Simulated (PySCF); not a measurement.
A run for PySCF: R-BP86/6-31G* on BH5N2 (SMILES NBN), a point of a torsion scan.

```python
from pyscf import gto, scf, dft, mp
from pyscf.data.elements import chemcore

mol = gto.M(
    atom='''
    N     1.15729373   -0.39075172    0.21420997
    B     0.01719005    0.46866934    0.17445330
    N    -1.26292771   -0.08822356    0.18093054
    H     1.30366228   -1.07847722   -0.50611671
    H     2.03963766    0.07150933    0.37992670
    H     0.12729995    1.62318328    0.37185769
    H    -1.43016917   -1.07393085    0.07408477
    H    -2.10646179    0.45495266    0.20199439
    ''',
    basis='6-31g*',
    cart=True,
    charge=0, spin=0, verbose=3, max_memory=1800)
mf = dft.RKS(mol, xc='b88,p86')
mf.conv_tol = 1e-8
mf.max_cycle = 100
mf.kernel()
if not mf.converged:
    mf = mf.newton().run(mf.mo_coeff, mf.mo_occ)
```

The log:

```
converged SCF energy = -137.416630626554
```

The run converged.

Cost: around 5 core-seconds (rough).
